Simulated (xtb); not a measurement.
H₃Ga, singlet, at a GFN2-xTB geometry (such geometries of metal compounds can be far from the true shape); GFN2-xTB run with xtb 6.7.1.

Input for xtb:
```
$ xtb mol.xyz --gfn 2 --etemp 10000 --json

# file mol.xyz
4

Ga     0.00000000    -0.00000000     0.00000000
H      0.66218224    -0.42756453     1.35383279
H     -0.30059287     1.51137788    -0.28202977
H     -0.36158937    -1.08381336    -1.07180302
```

Q: Write the output that xtb gives for this input, abridged.

A: 
```
   ID    Z sym.   atoms
    1   31 Ga     1
    2    1 H      2-4

           -------------------------------------------------
          |                Calculation Setup                |
           -------------------------------------------------

           -------------------------------------------------
          |                 G F N 2 - x T B                 |
           -------------------------------------------------

          ...................................................
          :                      SETUP                      :
          :.................................................:
          :  # basis functions                  13          :
          :  # atomic orbitals                  12          :
          :  # shells                            6          :
          :  # electrons                         6          :
          :  max. iterations                   250          :
          :  Hamiltonian                  GFN2-xTB          :
          :  restarted?                      false          :
          :  GBSA solvation                  false          :
          :  PC potential                    false          :
          :  electronic temp.        10000.0000000     K    :
          :  accuracy                    1.0000000          :
          :  -> integral cutoff          0.2500000E+02      :
          :  -> integral neglect         0.1000000E-07      :
          :  -> SCF convergence          0.1000000E-05 Eh   :
          :  -> wf. convergence          0.1000000E-03 e    :
          :  Broyden damping             0.4000000          :
          :  net charge                          0          :
          :  unpaired electrons                  0          :
          ...................................................

 iter      E             dE          RMSdq      gap      omega  full diag
   1     -2.6523033 -0.265230E+01  0.226E+01    6.54       0.0  T
   2     -2.6986113 -0.463081E-01  0.123E+01    5.82       1.0  T
   3     -2.6991894 -0.578087E-03  0.151E+00    5.55       1.0  T
   4     -2.7010454 -0.185593E-02  0.769E-01    5.77       1.0  T
   5     -2.7012209 -0.175504E-03  0.214E-01    5.74       1.0  T
   6     -2.7012308 -0.997724E-05  0.637E-02    5.73       1.0  T
   7     -2.7012331 -0.224199E-05  0.455E-03    5.73      11.0  T
   8     -2.7012331 -0.362812E-08  0.108E-03    5.73      46.1  T
   9     -2.7012331 -0.125428E-08  0.129E-05    5.73    3889.1  T
  10     -2.7012331 -0.923706E-13  0.145E-05    5.73    3454.9  T

   *** convergence criteria satisfied after 10 iterations ***

         :::::::::::::::::::::::::::::::::::::::::::::::::::::
         ::                     SUMMARY                     ::
         :::::::::::::::::::::::::::::::::::::::::::::::::::::
         :: total energy              -2.689875984877 Eh    ::
         :: gradient norm              0.007093797629 Eh/a0 ::
         :: HOMO-LUMO gap              5.727031521043 eV    ::
         ::.................................................::
         :: SCC energy                -2.701233055871 Eh    ::
         :: -> isotropic ES            0.012828311551 Eh    ::
         :: -> anisotropic ES          0.001983198097 Eh    ::
         :: -> anisotropic XC         -0.000092147746 Eh    ::
         :: -> dispersion             -0.000946448898 Eh    ::
         :: repulsion energy           0.011357070995 Eh    ::
         :: add. restraining           0.000000000000 Eh    ::
         :: total charge              -0.000000000002 e     ::
         :::::::::::::::::::::::::::::::::::::::::::::::::::::

           -------------------------------------------------
          |                Property Printout                |
           -------------------------------------------------

    * Orbital Energies and Occupations

         #    Occupation            Energy/Eh            Energy/eV
      -------------------------------------------------------------
         1        1.9993           -0.5784262             -15.7398
         2        1.9349           -0.4352760             -11.8445
         3        1.9349           -0.4352760             -11.8445 (HOMO)
         4        0.0744           -0.2248115              -6.1174 (LUMO)
         5        0.0494           -0.2114611              -5.7541
         6        0.0030           -0.1218617              -3.3160
         7        0.0030           -0.1218617              -3.3160
         8        0.0005           -0.0676289              -1.8403
         9        0.0005           -0.0676289              -1.8403
        10                          0.4234920              11.5238
        11                          1.0784588              29.3464
        12                          1.0784588              29.3464
      -------------------------------------------------------------
                  HL-Gap            0.2104645 Eh            5.7270 eV
             Fermi-level           -0.3278489 Eh           -8.9212 eV

     #   Z          covCN         q      C6AA      α(0)
     1  31 Ga       2.703     0.190   213.918    32.800
     2   1 H        0.901    -0.063     4.439     3.296
     3   1 H        0.901    -0.063     4.439     3.296
     4   1 H        0.901    -0.063     4.439     3.296

 Mol. C6AA /au·bohr⁶  :        430.657218
 Mol. C8AA /au·bohr⁸  :      31048.356126
 Mol. α(0) /au        :         42.688675

Wiberg/Mayer (AO) data.
largest (>0.10) Wiberg bond orders for each atom

 ---------------------------------------------------------------------------
     #   Z sym  total        # sym  WBO       # sym  WBO       # sym  WBO
 ---------------------------------------------------------------------------
     1  31 Ga   2.287 --     3 H    0.762     2 H    0.762     4 H    0.762
     2   1 H    0.920 --     1 Ga   0.762
     3   1 H    0.920 --     1 Ga   0.762
     4   1 H    0.920 --     1 Ga   0.762
 ---------------------------------------------------------------------------

Topologies differ in total number of bonds
Writing topology from bond orders to xtbtopo.mol

molecular dipole:
                 x           y           z       tot (Debye)
 q only:        0.000       0.000       0.000
   full:       -0.000       0.000       0.000       0.000
molecular quadrupole (traceless):
                xx          xy          yy          xz          yz          zz
 q only:        0.608       0.117      -0.402      -0.463      -0.053      -0.206
  q+dip:        0.178       0.034      -0.118      -0.136      -0.016      -0.060
   full:        2.815       0.542      -1.863      -2.147      -0.246      -0.952

           -------------------------------------------------
          | TOTAL ENERGY               -2.689875984877 Eh   |
          | GRADIENT NORM               0.007093797629 Eh/α |
          | HOMO-LUMO GAP               5.727031521043 eV   |
           -------------------------------------------------

normal termination of xtb
```
